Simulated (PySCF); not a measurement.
# Bond curve of RuH⁺

Set-up: H def2-TZVPPD, Ru def2-TZVPPD with ECP28; scalar-relativistic core potentials (PySCF 2.14). Energies in eV from H + Ru⁺ (4d7) in their ground configurations at the same level. State: ⁵Π (quintet), unpaired electrons σ ↑, π ↑, δ ↑↑.

All columns are PBE0. A positive dipole points towards Ru; it is taken about the centre of mass and depends on that origin.

```json
{"R (Å)": "1.373", "E (eV)": "-1.479", "μ (D)": "1.25", "Mulliken charge on H (basis-dependent)": "0.13", "HOMO (eV)": "-14.17", "LUMO (eV)": "-10.97", "Mayer bond order": "0.99", "⟨S²⟩": "6.00"}
{"R (Å)": "1.437", "E (eV)": "-1.758", "μ (D)": "1.29", "Mulliken charge on H (basis-dependent)": "0.16", "HOMO (eV)": "-14.22", "LUMO (eV)": "-10.89", "Mayer bond order": "0.97", "⟨S²⟩": "6.00"}
{"R (Å)": "1.501", "E (eV)": "-1.918", "μ (D)": "1.32", "Mulliken charge on H (basis-dependent)": "0.18", "HOMO (eV)": "-14.26", "LUMO (eV)": "-10.83", "Mayer bond order": "0.97", "⟨S²⟩": "6.01"}
{"R (Å)": "1.549", "E (eV)": "-1.977", "μ (D)": "1.33", "Mulliken charge on H (basis-dependent)": "0.18", "HOMO (eV)": "-14.28", "LUMO (eV)": "-10.78", "Mayer bond order": "0.97", "⟨S²⟩": "6.01"}
{"R (Å)": "1.597", "E (eV)": "-1.994", "μ (D)": "1.34", "Mulliken charge on H (basis-dependent)": "0.18", "HOMO (eV)": "-14.29", "LUMO (eV)": "-10.76", "Mayer bond order": "0.97", "⟨S²⟩": "6.01"}
{"R (Å)": "1.645", "E (eV)": "-1.977", "μ (D)": "1.34", "Mulliken charge on H (basis-dependent)": "0.17", "HOMO (eV)": "-14.29", "LUMO (eV)": "-10.76", "Mayer bond order": "0.97", "⟨S²⟩": "6.01"}
{"R (Å)": "1.709", "E (eV)": "-1.912", "μ (D)": "1.33", "Mulliken charge on H (basis-dependent)": "0.16", "HOMO (eV)": "-14.28", "LUMO (eV)": "-10.75", "Mayer bond order": "0.98", "⟨S²⟩": "6.01"}
{"R (Å)": "1.789", "E (eV)": "-1.781", "μ (D)": "1.31", "Mulliken charge on H (basis-dependent)": "0.15", "HOMO (eV)": "-14.26", "LUMO (eV)": "-10.75", "Mayer bond order": "0.98", "⟨S²⟩": "6.01"}
{"R (Å)": "1.885", "E (eV)": "-1.572", "μ (D)": "1.25", "Mulliken charge on H (basis-dependent)": "0.13", "HOMO (eV)": "-14.20", "LUMO (eV)": "-10.74", "Mayer bond order": "0.99", "⟨S²⟩": "6.01"}
{"R (Å)": "2.012", "E (eV)": "-1.248", "μ (D)": "1.14", "Mulliken charge on H (basis-dependent)": "0.11", "HOMO (eV)": "-14.10", "LUMO (eV)": "-10.72", "Mayer bond order": "0.98", "⟨S²⟩": "6.00"}
```

A fit through these points gives, at Re = 1.596 Å, μ = 1.34 D and dμ/dR = 0.0822 D/Å; the reduced mass is 0.998 u.

Problem. How strong is the fundamental in the double-harmonic approximation, I = 42.26·(dμ/dR)²/μred km/mol?

Solution. I = 42.26·(0.0822)²/0.998 = 0.286 km/mol at PBE0.

The metal atom is held in its measured ground configuration; semilocal functionals can put another filling of s and d lower by some tenths of an eV, and De to that atom would be smaller. Spin–orbit coupling is left out, which matters for elements this heavy, above all for dissociation energies. For an ion De counts to the pair picked by the measured ionisation energies or electron affinities, which need not be the lowest pair at this level. The state is the lowest single determinant that the PBE0 search found; with open d or f shells the true ground state can be another one.
